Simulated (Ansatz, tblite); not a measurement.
Forces on `CC(C)(C)C#CC#CC#CC(C)(C)C` at its PBE-D4/def2-SVP geometry. Total charge 0; singlet.

The xTB rows come from tblite.

GFN2-xTB (tblite), largest force 2.02 eV/Å:

```xyz
32
positions Å, forces eV/Å
C    -0.453    0.461    5.357   -0.167   -0.015    0.168
C     0.863    0.639    4.560   -0.026   -0.021   -0.137
C     1.906   -0.403    5.033    0.153   -0.133    0.125
C     1.417    2.069    4.776    0.086    0.202    0.090
C     0.593    0.438    3.132   -0.368   -0.276   -1.966
C     0.367    0.268    1.927    0.349    0.266    1.872
C     0.116    0.084    0.606   -0.333   -0.242   -1.754
C    -0.114   -0.084   -0.607    0.335    0.240    1.754
C    -0.364   -0.269   -1.927   -0.354   -0.264   -1.871
C    -0.592   -0.439   -3.132    0.370    0.278    1.965
C    -0.863   -0.639   -4.560    0.027    0.020    0.138
C    -0.754    0.720   -5.294    0.004    0.176   -0.161
C     0.173   -1.633   -5.141    0.129   -0.143   -0.140
C    -2.291   -1.213   -4.731   -0.205   -0.087   -0.084
H    -0.869   -0.555    5.214    0.269    0.571    0.051
H    -0.260    0.611    6.439   -0.109   -0.089   -0.652
H    -1.216    1.196    5.033    0.462   -0.405    0.152
H     2.119   -0.260    6.112   -0.132   -0.080   -0.649
H     1.532   -1.435    4.884    0.178    0.605    0.063
H     2.856   -0.297    4.473   -0.561   -0.030    0.293
H     2.358    2.220    4.212   -0.542   -0.126    0.303
H     1.625    2.233    5.854   -0.127   -0.105   -0.647
H     0.688    2.833    4.441    0.390   -0.467    0.175
H    -1.485    1.449   -4.892    0.406   -0.445   -0.197
H     0.260    1.151   -5.183   -0.568   -0.279   -0.035
H    -0.958    0.580   -6.376    0.122    0.077    0.652
H     1.204   -1.244   -5.026   -0.604   -0.187   -0.041
H    -0.022   -1.792   -6.221    0.112    0.100    0.650
H     0.115   -2.613   -4.628    0.004    0.576   -0.264
H    -2.508   -1.370   -5.807    0.137    0.097    0.646
H    -2.394   -2.186   -4.209    0.099    0.559   -0.280
H    -3.050   -0.520   -4.319    0.466   -0.370   -0.219
```

PBE-D4/def2-TZVP (Ansatz), largest force 0.76 eV/Å:

```
C -0.190 -0.025 0.108
C -0.018 -0.014 -0.091
C 0.149 -0.151 0.061
C 0.078 0.204 0.025
C -0.135 -0.104 -0.737
C 0.081 0.066 0.457
C -0.093 -0.065 -0.492
C 0.096 0.063 0.492
C -0.085 -0.065 -0.456
C 0.137 0.105 0.736
C 0.018 0.013 0.093
C 0.017 0.196 -0.099
C 0.150 -0.142 -0.077
C -0.204 -0.082 -0.018
H 0.123 0.266 0.028
H -0.031 -0.035 -0.277
H 0.212 -0.189 0.075
H -0.066 -0.022 -0.272
H 0.086 0.279 0.033
H -0.258 -0.016 0.140
H -0.250 -0.055 0.144
H -0.058 -0.059 -0.268
H 0.183 -0.214 0.084
H 0.188 -0.204 -0.096
H -0.264 -0.127 -0.021
H 0.049 0.017 0.276
H -0.279 -0.090 -0.023
H 0.035 0.052 0.274
H 0.004 0.265 -0.126
H 0.071 0.046 0.268
H 0.042 0.258 -0.133
H 0.213 -0.174 -0.105
```

B97M-V/def2-TZVP (Ansatz), largest force 1.79 eV/Å:

```
C -0.188 -0.024 0.121
C -0.012 -0.010 -0.059
C 0.152 -0.149 0.074
C 0.080 0.206 0.038
C -0.325 -0.246 -1.745
C 0.237 0.184 1.291
C -0.261 -0.187 -1.372
C 0.263 0.184 1.372
C -0.243 -0.182 -1.290
C 0.327 0.247 1.743
C 0.012 0.009 0.061
C 0.015 0.195 -0.113
C 0.147 -0.144 -0.091
C -0.207 -0.084 -0.031
H 0.279 0.631 0.077
H -0.091 -0.086 -0.659
H 0.493 -0.451 0.189
H -0.145 -0.067 -0.651
H 0.215 0.655 0.086
H -0.603 -0.049 0.340
H -0.590 -0.116 0.347
H -0.134 -0.123 -0.645
H 0.442 -0.494 0.205
H 0.450 -0.472 -0.238
H -0.629 -0.288 -0.059
H 0.120 0.059 0.657
H -0.654 -0.225 -0.063
H 0.098 0.112 0.654
H 0.019 0.621 -0.309
H 0.154 0.103 0.644
H 0.085 0.609 -0.322
H 0.492 -0.420 -0.253
```
